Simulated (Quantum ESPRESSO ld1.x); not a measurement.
Values are calculated unless marked as measured or tabulated.
Question: All-electron atom: Tl IV in [Xe] 4f14 5d10. Level of theory: Dirac Kohn-Sham, PW91, spin-unpolarised, spherical densities, point nucleus (ld1.x of Quantum ESPRESSO 7.5).

Spin-orbit splittings of the eigenvalues, e(l+1/2) - e(l-1/2), with zeta = 2 splitting/(2l+1) and mean radii in bohr:

shell  occ.  splitting (eV)  zeta (eV)  <r> j=l-1/2  <r> j=l+1/2
2p        6            2067       1378      0.05588      0.06468
3p        6           459.4      306.3       0.1674       0.1835
3d       10               ?          ?       0.1595       0.1644
4p        6           111.7      74.48       0.3931       0.4274
4d       10           20.84      8.335       0.4333       0.4444
4f       14           4.601      1.315       0.4644       0.4710
5p        6           20.27      13.51       0.9410        1.034
5d       10           2.310     0.9240        1.316        1.361

Estimate the 3d splitting.

Answer: 98.09 eV (zeta = 39.24 eV).
